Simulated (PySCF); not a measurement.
Geometry (Å), atoms numbered from 1 in this order:
```xyz
21

C     3.1233    0.1726   -0.1431
C     1.7385   -0.3751   -0.3814
O     1.4635   -1.5583   -0.2579
N     0.7682    0.5088   -0.7515
Si   -0.8402   -0.1879   -1.0603
C    -2.0801    1.2281   -1.2280
C    -3.4295    0.7505   -0.6517
Si   -3.0710   -0.3817    0.8266
N    -1.5223   -0.9897    0.3131
H     3.7812   -0.6424    0.1787
H     3.1035    0.9563    0.6299
H     3.5221    0.6221   -1.0656
H     0.9959    1.4939   -0.8144
H    -0.7160   -1.0474   -2.2702
H    -1.6934    2.0685   -0.6237
H    -2.1807    1.6052   -2.2589
H    -3.9676    0.1433   -1.4000
H    -4.0954    1.5913   -0.3983
H    -4.0983   -1.4579    0.9940
H    -3.0161    0.3717    2.1236
H    -1.0210   -1.7586    0.7452
```

Geometry: PBE0-D3(BJ)/def2-SVP; GIAO shifts from PySCF, gas phase, non-relativistic, averaged over equivalent atoms.

At WP04/pcSseg-1 (227 basis functions, 43 s wall time on 1 thread of an Arm Neoverse V1, shared host):
```
      atoms  δ (ppm)
         C2    180.1
         C1     25.3
         C6      8.9
         C7      8.2
         O3    435.5
         N4    134.8
         N9     20.8
        Si5    -24.2
        Si8    -29.5
        H14     4.60
        H13     4.52
        H19     4.12
        H20     4.11
H10/H11/H12     1.91
        H21     1.38
        H18     0.88
        H16     0.86
        H17     0.77
        H15     0.32
```

Referencing at the same level of theory: ¹³C (σ = 172.44 ppm) and ²⁹Si (σ = 338.69 ppm) and ¹H (σ = 31.56 ppm) vs TMS; ¹⁷O (σ = 317.54 ppm) vs H2O; NH3 for ¹⁵N (σ = 246.90 ppm).

Task: Estimate the result of repeating the calculation with PBE0/pcSseg-1.

Result: 
```csv
atoms,δ at PBE0/pcSseg-1,change
C2,178.6,-1.5
C1,23.9,-1.4
C6,7.0,-1.9
C7,5.8,-2.4
O3,455.9,+20.4
N4,142.2,+7.4
N9,31.7,+10.9
Si5,-14.3,+9.9
Si8,-23.9,+5.6
H14,5.27,+0.67
H13,4.52,+0.00
H19,4.86,+0.74
H20,4.83,+0.72
H10/H11/H12,1.94,+0.03
H21,1.48,+0.10
H18,1.00,+0.12
H16,0.99,+0.13
H17,0.93,+0.16
H15,0.38,+0.06
```

Referencing at the same level of theory: ¹³C (184.41 ppm) and ²⁹Si (351.99 ppm) and ¹H (31.27 ppm) vs TMS; ¹⁷O (334.56 ppm) against H2O; NH3 for ¹⁵N (265.67 ppm).

The largest change is at O3 (amide-type carbonyl oxygen). Cost: 227 basis functions, 46 s wall time on 1 thread of an Arm Neoverse V1, shared host. The order of the carbon signals is the same at both levels.

Hydrogen bonding in solution deshields acid and N–H amide carbonyl carbons by as much as 10 ppm beyond these values. Unscaled 17O shifts of doubly bonded oxygen tend to come out too high, by tens of ppm or more. Experimental scales use liquid or dissolved standards, which lie at an offset from isolated NH3 (liquid NH3: subtract about 20 ppm) and H2O (liquid H2O: subtract about 36 ppm).
